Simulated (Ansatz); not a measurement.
Results of the Gaussian-basis code of Ansatz.

A structure relaxed at PBE0-D4/def2-TZVP, charge 0, multiplicity 1:

| atom | x (Å) | y (Å) | z (Å) |
| --- | --- | --- | --- |
| O1 | 1.931 | -1.383 | 0.128 |
| B2 | 1.534 | -0.500 | 1.074 |
| Si3 | -0.280 | 0.313 | 0.874 |
| C4 | -1.431 | -0.396 | -0.476 |
| Si5 | -0.767 | 1.234 | -1.139 |
| H6 | 2.833 | -1.695 | 0.246 |
| H7 | 2.286 | -0.193 | 1.962 |
| H8 | -0.965 | 0.873 | 2.066 |
| H9 | -1.081 | -1.312 | -0.947 |
| H10 | -2.492 | -0.437 | -0.243 |
| H11 | -1.751 | 2.334 | -1.273 |
| H12 | 0.184 | 1.162 | -2.274 |

Question: Give its formula and SMILES.

Answer: CH7BOSi2, `OB[SiH]1C[SiH2]1`.

Question: Summarise the bond lengths by kind.

Answer: 1 × B–O 1.354 Å; 1 × H–O 0.961 Å; 1 × B–Si 1.998 Å; 1 × B–H 1.204 Å; 2 × C–Si 1.881 to 1.910 Å; 1 × Si–Si 2.268 Å; 3 × H–Si 1.482 to 1.484 Å; 2 × C–H 1.087 to 1.088 Å.
